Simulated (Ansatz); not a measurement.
Gas-phase electronic energies from Ansatz, PBE0-D4/def2-TZVP geometries. CCSD(T)/CBS is the MP2 limit (def2-TZVPP, def2-QZVPP) plus CCSD(T) − MP2 in def2-TZVPP, frozen cores. This one scheme is used for every species. DFT in def2-TZVPP. Elements past krypton have def2 core potentials. For Br, In outer-core shells are correlated without core-valence functions, which leaves a few kJ/mol of doubt a bond. Scalar relativity is left out up to krypton. Each species was taken in one conformer, which may not be the lowest.

Consider the redistribution: `C[O][In]([OH])[Br]` + `F[SiH3]` → `[OH][InH][Br]` + `CO[SiH2]F`.

`C[O][In]([OH])[Br]`:

Cartesian coordinates in Å:
```
C -0.743 1.026 1.116
O 0.104 -0.059 0.823
In 0.478 -0.671 -1.009
O 1.646 -2.230 -1.259
Br -0.499 0.531 -2.896
H -0.220 1.728 1.774
H -1.640 0.673 1.638
H -1.071 1.583 0.229
H 1.944 -2.582 -0.415
```

`F[SiH3]`:

Cartesian coordinates in Å:
```
F -1.459 0.217 0.505
Si 0.038 -0.006 -0.013
H -0.009 -0.285 -1.468
H 0.619 -1.155 0.719
H 0.812 1.229 0.256
```

`[OH][InH][Br]`:

Z-matrix (Å, degrees):
```
In
O 1 1.973
Br 1 2.454 2 109.4
H 1 1.701 2 127.1 3 -180.0
H 2 0.960 1 113.2 3 180.0
```

`CO[SiH2]F`:

Z-matrix (Å, degrees):
```
C
O 1 1.412
H 1 1.094 2 110.6
H 1 1.091 2 108.3 3 119.2
H 1 1.096 2 111.7 3 -121.3
Si 2 1.623 1 125.2 3 82.5
F 6 1.598 2 111.1 1 -70.1
H 6 1.474 2 106.8 1 172.1
H 6 1.483 2 110.6 1 47.2
```

(1) Is it downhill or uphill in electronic energy at CCSD(T)/CBS, and by how much? (An estimate is asked.)

(2) What do these levels give: r2SCAN-D4, ωB97M-V, MP2/def2-TZVPP, SCS-MP2/def2-TZVPP, MP2/CBS(def2), CCSD/CBS(def2)? (Best estimate.)

Largest T1 diagnostic among the species: 0.015.

Answers

(1) Computed: Downhill: ΔE = -22.9 kcal/mol.

(2) The calculation gave: r2SCAN-D4 -24.5, ωB97M-V -25.7, MP2/def2-TZVPP -23.4, SCS-MP2/def2-TZVPP -23.2, MP2/CBS(def2) -22.7, CCSD/CBS(def2) -23.9 kcal/mol.

In def2-TZVPP, CCSD(T) changes the Hartree–Fock value by +3.7 kcal/mol (the triples alone add +1.0 kcal/mol) and MP2 by +3.9 kcal/mol. From PBE to PBE0 (25 % exact exchange), in def2-TZVPP and without D4, ΔE moves by −2.2 kcal/mol.
